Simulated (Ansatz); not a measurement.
```yaml
crystal:
  periodic: [false, false, false]
  atoms:
    - {symbol: F, position_ang: [-1.717480, -0.763199, -0.190237]}
    - {symbol: Sn, position_ang: [0.061027, -0.087669, -0.149524]}
    - {symbol: Cl, position_ang: [0.995455, -0.977364, 1.748925]}
    - {symbol: Br, position_ang: [-0.144653, 2.329220, 0.110312]}
    - {symbol: H, position_ang: [0.855551, -0.574586, -1.560876]}
basis:
  gaussian: {orbitals: def2-TZVPD}
hamiltonian: {xc: {name: HF}, dispersion: d4}
output: {forces: true}
```

```sh
$ ansatz run in.yaml --threads 4 --pin off --events-out ev --progress --plain --max-ram 10444MiB
```

It prints (some lines left out):

```
Functional definition: HF
1690 factors; their error is unknown
mean field evaluation 1: about -91030.8187 eV, gradient 3.5e1 eV
mean field evaluation 2: about -91032.3304 eV, gradient 2.7e1 eV
mean field evaluation 4: about -91033.3503 eV, gradient 9.2e-1 eV
mean field evaluation 8: about -91035.0353 eV, gradient 1.5e0 eV
mean field evaluation 16: about -91035.0366 eV, gradient 1.2e-4 eV
mean field -91035.03656288 eV, -3345.4758879217 hartree, gradient 2.5e-5 eV, S^2 0.000000; 0 other end points of the search recorded, 0 dependent functions left out
reference -91035.03656288 eV, -3345.4758879217 hartree; 42, 42 occupied and 166, 166 virtual orbitals, 1690 factors
Total energy: -91035.47588625 eV, -3345.4920327580 hartree
Atom 0 at    -1.717480    -0.763199    -0.190237 Å, force     0.673557     0.264577     0.027385 eV/Å
Atom 1 at     0.061027    -0.087669    -0.149524 Å, force    -0.538345    -0.310068    -0.085373 eV/Å
Atom 2 at     0.995455    -0.977364     1.748925 Å, force    -0.053498     0.048415    -0.083180 eV/Å
Atom 3 at    -0.144653     2.329220     0.110312 Å, force    -0.000688    -0.058001     0.000540 eV/Å
Atom 4 at     0.855551    -0.574586    -1.560876 Å, force    -0.081026     0.055078     0.140627 eV/Å
Dipole moment:     0.401474     0.031582    -0.360176 e Å
```

It took 6 s on 4 threads of an Arm Neoverse N1 on a shared host, with 0.73 GiB of host memory at the peak.
